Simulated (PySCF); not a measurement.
**Iron: a sound run and one with changed settings**

Sound run: Fe [Ar] 3d6 4s2, Fe⁺ [Ar] 3d6 4s1. All numbers are calculated (PySCF 2.14, scalar relativity by spin-free X2C-1e, in x2c-SVPall). In the sound run the correlated levels freeze [Ar]. The sound run starts from symmetry-adapted Hartree-Fock orbitals and uses a fine grid where one is needed.

Changed run: initial guess 1e, at most 50 SCF cycles.

```json
{"species": "Fe", "method": "UHF", "sound run (hartree)": "-1271.13086", "changed run (hartree)": "-1271.00277", "converged": "yes"}
{"species": "Fe", "method": "PBE0", "sound run (hartree)": "-1272.17331", "changed run (hartree)": "-1272.17331", "converged": "yes"}
{"species": "Fe", "method": "r2SCAN", "sound run (hartree)": "-1272.37141", "changed run (hartree)": "-1272.37141", "converged": "yes"}
{"species": "Fe⁺", "method": "UHF", "sound run (hartree)": "-1270.89440", "changed run (hartree)": "-1270.89440", "converged": "yes"}
{"species": "Fe⁺", "method": "PBE0", "sound run (hartree)": "-1271.89038", "changed run (hartree)": "-1271.89038", "converged": "yes"}
{"species": "Fe⁺", "method": "r2SCAN", "sound run (hartree)": "-1272.08279", "changed run (hartree)": "-1272.08279", "converged": "yes"}
{"species": "Fe⁺", "method": "MP2", "sound run (hartree)": "-1270.97892", "changed run (hartree)": "-1270.97892", "converged": "yes"}
```

Ionisation energy of Fe:

| method | sound run (eV) | changed run (eV) |
| --- | --- | --- |
| PBE0 | 7.699 | 7.699 |

The plain start fixes occupations by D2h representation alone, and Fe at UHF landed in another state (other ⟨L²⟩ or ⟨S²⟩). 

For comparison, NIST gives 7.902 eV between the lowest levels.
